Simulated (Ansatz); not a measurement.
Reading a saddle point

A first-order saddle point of Si$_{2}$NH$_{8}$F, singlet, PBE0-D4/def2-TZVP, with one imaginary mode of 1054i cm⁻¹:

Si1  (-0.692, 0.246, -0.492)
Si2  (0.718, -1.359, 0.943)
H3  (-0.298, -0.841, -1.454)
H4  (-2.130, 0.022, -0.239)
N5  (-0.083, 1.610, -1.284)
H6  (-0.088, 0.264, 1.214)
F7  (-0.656, 1.297, 1.203)
H8  (1.113, -1.376, 2.383)
H9  (-0.131, -2.546, 0.670)
H10  (1.947, -1.391, 0.112)
H11  (0.348, 1.550, -2.188)
H12  (-0.048, 2.524, -0.867)
(Å)

Program: Ansatz 0.2.0. Basis: def2-TZVPP and def2-QZVPP. Cores are frozen in the correlated methods. Extrapolation: Hartree–Fock as exp(−7.88 √X), correlation as X^−2.97.

Which contacts change along the imaginary mode, and what lies on either side? (A judgement: the text doesn't fix the answer.)

Computed: The step is Si₂NH₇ ([NH2][SiH2][SiH3]) + HF → SiNH₄F ([NH2][SiH2][F]) + SiH₄, with the molecules in contact on both sides. Shortening one way: Si1–F7, Si2–H6; lengthening the same way: Si1–Si2, H6–F7.
```json
{"pair": "Si1–F7", "one side (Å)": "3.50", "saddle (Å)": "1.99", "other side (Å)": "1.61"}
{"pair": "Si2–H6", "one side (Å)": "2.73", "saddle (Å)": "1.83", "other side (Å)": "1.48"}
{"pair": "Si1–Si2", "one side (Å)": "2.36", "saddle (Å)": "2.57", "other side (Å)": "4.11"}
{"pair": "H6–F7", "one side (Å)": "0.93", "saddle (Å)": "1.18", "other side (Å)": "3.15"}
```

Which side is lower, and how far does the saddle lie above each? (To be estimated.)

By the calculation: The side with Si1–F7, Si2–H6 short is lower by 37.06 kcal/mol; the saddle lies 70.13 kcal/mol above it and 33.07 kcal/mol above the other (CCSD(T) at an estimated basis limit (MP2 extrapolated from triple and quadruple zeta, plus CCSD(T) − MP2 in triple zeta); electronic energies).

The T1 diagnostic stays at or below 0.014.

Labels in which every atom is bracketed show which atoms are joined, not bond orders.

For scale, one of the runs: CCSD(T)/def2-TZVPP, 258 basis functions, launched by `ansatz run in.yaml --threads 4 --pin off --events-out ev --progress --plain --max-ram 9574MiB`. The run took 2.2 min on 4 CPU threads of an Arm Neoverse V2 (shared host), with 5.7 GiB of host memory at its peak.
